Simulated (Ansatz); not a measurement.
Relaxation of Si(eta1-allyl)Me3 (C₆H₁₄Si) with RKS PBE-D4/def2-SVP.

```sh
$ ansatz run in.yaml --threads 2 --pin off --events-out ev --progress --plain --max-ram 22528MiB --backend cuda --devices 0, --max-vram 18GiB
```

```yaml
crystal:
  periodic: [false, false, false]
  atoms:
    - {symbol: Si, position_ang: [0.388500, 0.184420, -0.584570]}
    - {symbol: C, position_ang: [0.410530, 0.183880, 1.341060]}
    - {symbol: C, position_ang: [-0.959630, 0.061920, 1.902210]}
    - {symbol: C, position_ang: [-1.462860, -1.041180, 2.427010]}
    - {symbol: H, position_ang: [0.866870, 1.110200, 1.691580]}
    - {symbol: H, position_ang: [1.027630, -0.642240, 1.694500]}
    - {symbol: H, position_ang: [-1.570640, 0.953070, 1.833860]}
    - {symbol: H, position_ang: [-0.880060, -1.944710, 2.506880]}
    - {symbol: H, position_ang: [-2.471210, -1.090840, 2.801560]}
    - {symbol: C, position_ang: [2.192020, 0.212590, -1.208240]}
    - {symbol: H, position_ang: [2.720770, 1.095060, -0.861400]}
    - {symbol: H, position_ang: [2.228490, 0.215210, -2.293040]}
    - {symbol: H, position_ang: [2.745320, -0.656500, -0.865890]}
    - {symbol: C, position_ang: [-0.531910, 1.734970, -1.211270]}
    - {symbol: H, position_ang: [-0.548130, 1.771280, -2.296400]}
    - {symbol: H, position_ang: [-0.057610, 2.647430, -0.862020]}
    - {symbol: H, position_ang: [-1.562060, 1.748150, -0.869130]}
    - {symbol: C, position_ang: [-0.495900, -1.390830, -1.194270]}
    - {symbol: H, position_ang: [-1.509560, -1.440450, -0.809280]}
    - {symbol: H, position_ang: [0.020860, -2.287460, -0.865220]}
    - {symbol: H, position_ang: [-0.551400, -1.423970, -2.277950]}
basis:
  gaussian: {orbitals: def2-SVP}
hamiltonian: {xc: pbe, dispersion: d4}
scf: {lower_state_search: "off"}
output: {orbitals: {seedname: orbitals}}
relax: {f_tol: 0.02, max_steps: 100}
```

It took 21 s on 2 threads of AMD EPYC 7R13 on a shared host and a share (18 GiB) of an NVIDIA H100 80GB HBM3, peak host memory 0.86 GiB.

Positions (Å) and forces (eV/Å) at steps 1, 2, 3, 4, 7, 10, 12 of 12:

```xyz
21
step=1 energy=-14308.5041 eV
Si    0.389    0.184   -0.585    0.121    0.002   -0.131
C     0.411    0.184    1.341   -0.467    0.004   -0.555
C    -0.960    0.062    1.902    0.786    0.556   -0.432
C    -1.463   -1.041    2.427   -0.464   -0.555    0.323
H     0.867    1.110    1.692    0.417    0.621    0.090
H     1.028   -0.642    1.694    0.482   -0.527    0.101
H    -1.571    0.953    1.834   -0.547    0.632   -0.013
H    -0.880   -1.945    2.507    0.519   -0.744    0.063
H    -2.471   -1.091    2.802   -0.844   -0.002    0.287
C     2.192    0.213   -1.208   -0.931   -0.014    0.306
H     2.721    1.095   -0.861    0.346    0.685    0.291
H     2.228    0.215   -2.293   -0.012    0.004   -0.839
H     2.745   -0.656   -0.866    0.364   -0.675    0.289
C    -0.532    1.735   -1.211    0.461   -0.801    0.359
H    -0.548    1.771   -2.296    0.013   -0.030   -0.812
H    -0.058    2.647   -0.862    0.394    0.646    0.288
H    -1.562    1.748   -0.869   -0.773   -0.031    0.274
C    -0.496   -1.391   -1.194    0.450    0.819    0.328
H    -1.510   -1.440   -0.809   -0.742    0.009    0.325
H     0.021   -2.287   -0.865    0.426   -0.637    0.277
H    -0.551   -1.424   -2.278    0.001    0.038   -0.820
21
step=2 energy=-14308.6668 eV
Si    0.399    0.185   -0.590   -0.062   -0.023   -0.066
C     0.411    0.179    1.331   -0.154    0.012   -0.114
C    -0.963    0.068    1.913    0.285    0.051   -0.173
C    -1.494   -1.044    2.444   -0.112   -0.072    0.064
H     0.903    1.114    1.659    0.119    0.151    0.048
H     1.045   -0.665    1.660    0.135   -0.143    0.050
H    -1.582    0.974    1.842   -0.171    0.156    0.019
H    -0.912   -1.969    2.534    0.134   -0.185    0.002
H    -2.525   -1.078    2.811   -0.200    0.039    0.073
C     2.192    0.219   -1.220   -0.320    0.009    0.143
H     2.720    1.119   -0.862    0.113    0.172    0.063
H     2.222    0.224   -2.323    0.003    0.002   -0.210
H     2.750   -0.665   -0.870    0.113   -0.169    0.064
C    -0.531    1.725   -1.202    0.168   -0.275    0.109
H    -0.550    1.756   -2.305   -0.010    0.018   -0.214
H    -0.047    2.649   -0.845    0.088    0.183    0.062
H    -1.576    1.727   -0.847   -0.194   -0.001    0.065
C    -0.479   -1.385   -1.191    0.163    0.278    0.085
H    -1.505   -1.434   -0.790   -0.186   -0.010    0.081
H     0.057   -2.289   -0.857    0.100   -0.176    0.060
H    -0.535   -1.409   -2.292   -0.012   -0.016   -0.213
21
step=3 energy=-14308.6802 eV
Si    0.394    0.180   -0.592    0.042    0.010   -0.026
C     0.421    0.168    1.327   -0.063   -0.015   -0.045
C    -0.955    0.075    1.910    0.079    0.017    0.069
C    -1.510   -1.031    2.445   -0.033   -0.007    0.010
H     0.937    1.099    1.654   -0.016   -0.022   -0.003
H     1.051   -0.690    1.647   -0.011    0.008   -0.001
H    -1.562    0.999    1.860   -0.007   -0.025    0.013
H    -0.948   -1.978    2.516   -0.009    0.031    0.011
H    -2.539   -1.031    2.840    0.024    0.010   -0.049
C     2.185    0.229   -1.211   -0.043    0.005    0.004
H     2.712    1.136   -0.847    0.002   -0.007   -0.006
H     2.217    0.239   -2.320    0.022    0.000   -0.003
H     2.752   -0.658   -0.862    0.007    0.006   -0.008
C    -0.539    1.714   -1.201    0.011   -0.046    0.025
H    -0.560    1.751   -2.310   -0.004    0.005    0.006
H    -0.057    2.646   -0.839   -0.008   -0.002   -0.004
H    -1.589    1.710   -0.843   -0.004    0.013   -0.008
C    -0.467   -1.392   -1.201    0.026    0.039    0.020
H    -1.495   -1.454   -0.790    0.000   -0.012   -0.008
H     0.083   -2.298   -0.874   -0.008    0.000   -0.007
H    -0.531   -1.411   -2.309   -0.005   -0.006    0.010
21
step=4 energy=-14308.6809 eV
Si    0.397    0.177   -0.593   -0.011    0.001   -0.001
C     0.425    0.160    1.326    0.015    0.016    0.075
C    -0.946    0.084    1.924   -0.018   -0.026   -0.060
C    -1.519   -1.019    2.449   -0.022   -0.001   -0.015
H     0.954    1.083    1.653   -0.003   -0.025   -0.010
H     1.047   -0.707    1.641   -0.016    0.017   -0.005
H    -1.548    1.011    1.870    0.013   -0.032    0.002
H    -0.964   -1.970    2.531   -0.033    0.033   -0.018
H    -2.562   -1.014    2.807    0.076    0.022    0.021
C     2.185    0.235   -1.216    0.017    0.007   -0.003
H     2.710    1.143   -0.851   -0.010   -0.025   -0.011
H     2.219    0.247   -2.326    0.003   -0.001    0.030
H     2.758   -0.651   -0.870   -0.011    0.025   -0.011
C    -0.545    1.707   -1.194   -0.014    0.012   -0.001
H    -0.568    1.748   -2.304    0.000    0.001    0.029
H    -0.067    2.642   -0.832   -0.017   -0.022   -0.011
H    -1.596    1.698   -0.836    0.027    0.003   -0.011
C    -0.460   -1.394   -1.202   -0.001   -0.022   -0.003
H    -1.487   -1.466   -0.786    0.027   -0.002   -0.014
H     0.097   -2.301   -0.883   -0.017    0.022   -0.013
H    -0.531   -1.411   -2.310   -0.003   -0.004    0.031
21
step=7 energy=-14308.6830 eV
Si    0.399    0.173   -0.593    0.003    0.000    0.002
C     0.429    0.150    1.325   -0.002   -0.001    0.000
C    -0.942    0.089    1.920    0.002    0.003   -0.001
C    -1.532   -1.006    2.441   -0.002   -0.002    0.000
H     0.968    1.066    1.656    0.004   -0.006   -0.001
H     1.041   -0.724    1.639   -0.004    0.001   -0.001
H    -1.528    1.027    1.880    0.002   -0.003    0.004
H    -0.997   -1.969    2.507   -0.006    0.004    0.000
H    -2.563   -0.979    2.824    0.004    0.006   -0.005
C     2.186    0.243   -1.217    0.002    0.002   -0.003
H     2.706    1.153   -0.853   -0.001    0.000    0.000
H     2.221    0.255   -2.327    0.000    0.001    0.001
H     2.765   -0.639   -0.873    0.000    0.002   -0.001
C    -0.552    1.699   -1.188   -0.004    0.001    0.000
H    -0.577    1.745   -2.297    0.000   -0.001    0.002
H    -0.080    2.635   -0.824   -0.002   -0.002    0.001
H    -1.601    1.685   -0.829    0.001   -0.001    0.000
C    -0.451   -1.401   -1.204    0.001   -0.003    0.002
H    -1.474   -1.480   -0.782    0.002   -0.002   -0.001
H     0.112   -2.306   -0.892    0.001    0.001   -0.002
H    -0.530   -1.416   -2.310    0.000    0.000    0.001
21
step=10 energy=-14308.6851 eV
Si    0.410    0.155   -0.589    0.002    0.001    0.003
C     0.457    0.107    1.329    0.004    0.001   -0.003
C    -0.914    0.126    1.929   -0.012    0.009    0.013
C    -1.589   -0.938    2.406    0.007    0.000    0.001
H     1.054    0.982    1.669   -0.001   -0.009   -0.003
H     1.014   -0.809    1.625   -0.006    0.008   -0.001
H    -1.423    1.109    1.933    0.011   -0.022   -0.005
H    -1.138   -1.945    2.433   -0.009    0.026   -0.005
H    -2.614   -0.838    2.796    0.004   -0.010   -0.003
C     2.188    0.277   -1.231   -0.002   -0.003    0.005
H     2.682    1.203   -0.872    0.001    0.003    0.001
H     2.212    0.291   -2.341   -0.002    0.000   -0.007
H     2.797   -0.586   -0.892    0.001   -0.001    0.000
C    -0.587    1.662   -1.156    0.003   -0.002    0.002
H    -0.617    1.725   -2.263    0.000   -0.001   -0.004
H    -0.143    2.606   -0.778    0.001    0.002    0.003
H    -1.634    1.609   -0.793   -0.002   -0.002    0.001
C    -0.408   -1.434   -1.207   -0.003   -0.001    0.005
H    -1.412   -1.554   -0.750    0.004   -0.001   -0.003
H     0.195   -2.326   -0.937   -0.001    0.004   -0.001
H    -0.529   -1.426   -2.309    0.001    0.001    0.000
21
step=12 energy=-14308.6851 eV
Si    0.411    0.154   -0.588    0.001    0.000   -0.003
C     0.458    0.106    1.331   -0.002   -0.001    0.001
C    -0.912    0.130    1.929    0.006   -0.003   -0.002
C    -1.592   -0.933    2.403   -0.006    0.008    0.004
H     1.060    0.977    1.671   -0.001    0.001    0.000
H     1.011   -0.813    1.626    0.001   -0.001    0.000
H    -1.419    1.114    1.933   -0.001    0.004    0.000
H    -1.143   -1.940    2.427    0.003   -0.005   -0.002
H    -2.618   -0.833    2.790   -0.001   -0.003    0.000
C     2.187    0.278   -1.233   -0.002    0.001    0.001
H     2.682    1.205   -0.875    0.000   -0.001   -0.001
H     2.209    0.292   -2.343    0.000    0.000    0.001
H     2.798   -0.585   -0.895    0.000    0.000   -0.001
C    -0.589    1.660   -1.153    0.001   -0.001    0.001
H    -0.616    1.725   -2.260    0.000    0.001    0.001
H    -0.148    2.605   -0.771   -0.001   -0.001    0.000
H    -1.636    1.603   -0.793    0.000    0.000   -0.001
C    -0.406   -1.435   -1.205    0.001    0.001    0.001
H    -1.409   -1.559   -0.747    0.000    0.000    0.000
H     0.200   -2.326   -0.939    0.000    0.000    0.000
H    -0.529   -1.425   -2.308    0.000    0.000    0.000
```
